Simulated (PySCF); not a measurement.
## [Er(H2O)4]3+ at several levels of theory

Computed with PySCF 2.14.0 (density fitting, no spin-orbit coupling) at the geometry relaxed with PBE0:

```xyz
13
[Er(H2O)4]3+ (singlet in the valence; each metal's 4f electrons, 11 of them, lie in its core potential, out of spins and levels)
Er    0.0000    0.0000    0.0000
O     1.3342    1.3121    1.2459
H     2.1385    1.0581    1.7541
H     1.2596    2.2808    1.4076
O    -1.3341   -1.2460    1.3121
H    -1.2597   -1.4075    2.2807
H    -2.1385   -1.7541    1.0580
O     1.3342   -1.3121   -1.2459
H     1.2596   -2.2808   -1.4076
H     2.1385   -1.0581   -1.7541
O    -1.3341    1.2460   -1.3121
H    -2.1385    1.7541   -1.0580
H    -1.2597    1.4075   -2.2807
```

| level | basis | state | HOMO (eV) | gap (eV) | charge on Er1 (e) | population of f-type functions on Er1 (polarisation alone where 4f lies in the core) | dipole about the centre of mass (D) | largest force component (eV/Å) |
| --- | --- | --- | --- | --- | --- | --- | --- | --- |
| PBE0 | Er lcecp-1-SVP with ECP57, O def2-SVP, H def2-SVP | singlet | -24.54 | 9.43 | 1.72 | 0.04 | 0.00 | 0.00 |
| BP86 | the same | singlet | -22.75 | 6.56 | 1.56 | 0.04 | 0.00 | 0.53 |
| PBE0 | Er lcecp-1-TZVP with ECP57, O def2-TZVP, H def2-TZVP | singlet | -24.53 | 9.52 | 2.07 | 0.06 | 0.00 | 0.25 |

In the lcecp rows the 4f levels are missing from HOMO and gap, and the state counts the valence alone.

Charges are Mulliken's, which hang on the basis. The relaxation used the grid (50, 194), these runs (75, 302) or, all-electron (x2c bases, spin-free X2C Hamiltonian), (99, 590).

**Question.** What does TPSS with Er lcecp-1-SVP with ECP57, O def2-SVP, H def2-SVP give here?

**Answer.** state singlet, HOMO (eV) -22.74, gap (eV) 6.91, charge on Er1 (e) 1.63, population of f-type functions on Er1 (polarisation alone where 4f lies in the core) 0.04, dipole about the centre of mass (D) 0.00, largest force component (eV/Å) 0.42. Time: 13 s on 2 threads of Arm Neoverse V2 (shared host), from an already converged density.

In the first row's basis the gap widens with exact exchange: 6.6 to 6.9 eV for BP86, TPSS (none); 9.4 eV for PBE0 (a fixed share).

An lcecp potential fixes the number of 4f electrons, so in runs with it no electron can move into or out of that shell.
